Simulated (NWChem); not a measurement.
Species: CBCl2NO; SMILES O=C=NB(Cl)Cl

```xyz
6

B      0.0020     0.4358     0.0000
Cl    -1.5241     1.2961     0.0000
Cl     1.5018     1.3405     0.0000
N      0.0226    -0.9643     0.0000
C      0.0167    -2.1622     0.0000
O      0.0145    -3.3252     0.0000
```
Atoms are numbered in this order, from 1.

Computed with NWChem. Structure relaxed at the PBE0/def2-SVP level. Static field.

Q: Predict the results for BHandHLYP/aug-cc-pVDZ. Quantities: isotropic polarisability (bohr³); anisotropy (bohr³).

A: 
```json
{
  "isotropic polarisability (bohr³)": "61.9",
  "anisotropy (bohr³)": "40.2"
}
```
